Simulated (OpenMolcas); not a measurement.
Pm3+ with 8 ligands (fluoride) in square antiprismatic coordination (D4d), a polar angle of 61.3° against the regular 57.3°. A charge of +0.625 e stands 2.6 Å behind each ligand. Ligand basis ANO-RCC-VDZP.

```
Program             : OpenMolcas 26.06
Method              : CASSCF
Basis               : ANO-RCC-VTZP [8s7p5d3f2g1h]
Scalar Hamiltonian  : DKH2, point nucleus
Active space        : 4 electrons in 7 orbitals (4f)
State averaging     : 2S+1 = 5 even, 35 roots (32 in the spin-orbit step); 2S+1 = 3 even, 117 roots kept (CI in the orbitals of an earlier block, 106 in the spin-orbit step); 2S+1 = 1 even, 75 roots kept (CI in the orbitals of an earlier block, 31 in the spin-orbit step)
Spin-orbit coupling : RASSI with atomic mean-field integrals over the reference wave functions
```

All ligands move together. At R = 2.29 Å the width of the lowest J multiplet is 387 cm-1, and at R = 2.4 Å it is 332 cm-1.

Q: A third run gives 289 cm-1. What distance was it run at?

A: With a power law R^-n the two known points give n = -ln(332 / 387) / ln(2.4 / 2.29) = 3.27. Then R = 2.29 × (387 / 289)^(1/3.27) = 2.504 Å. The run was at 2.5 Å, so the estimate is off by +0.004 Å.

High states are left out of the spin-orbit mixing, which shifts the levels that they would mix with. Without dynamic correlation the ligand-field splitting of an f shell can come out too small, at times by half. No measured value stands beside these numbers; the geometry was imposed, not optimised, and the real ion may take another.
